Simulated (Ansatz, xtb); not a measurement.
C4H6F3NSi: 3 structures ranked

3 gas-phase structures of C4H6F3NSi, from a drawn sample of its isomers (lower ones may exist). Each was relaxed with GFN2-xTB; where two conformers were screened, the lower at r2SCAN-D4/def2-SVP is listed:

A. `FC(F)(F)/C=C\C=N\[SiH3]`, a singlet
B. `C=NCC([SiH2]F)=C(F)F`, a singlet
C. `C=C(/C=N\[SiH3])C(F)(F)F`, a singlet

Problem. Make a reasoned guess at their ranking by r2SCAN-D4/def2-SVP single-point energy.

Solution. Calculated order at r2SCAN-D4/def2-SVP: B (0.000), A (0.609), C (0.703) eV.

Energies above the lowest of each column, in eV; the last columns are at PBE-D3(BJ)/def2-SVP geometries:

```csv
structure,GFN2-xTB,HF/STO-3G,r2SCAN-D4/def2-SVP,PBE-D3(BJ)/def2-SVP,CCSD(T)/def2-SVP + ΔMP2/def2-TZVPP
B,0.000,0.000,0.000,0.000,0.000
A,0.936,0.152,0.609,0.623,0.814
C,0.951,0.318,0.703,0.742,0.938
```

Every level run on B puts it lowest or level with the lowest. Flexible structures stand in one conformer each, not always the lowest. The ΔMP2 step shifts differences by up to 0.183 eV, which makes them less sure. ΔMP2 is the change of the MP2 energy from the smaller to the larger basis.

Programs: Ansatz 0.2.0, xtb 6.7.1.
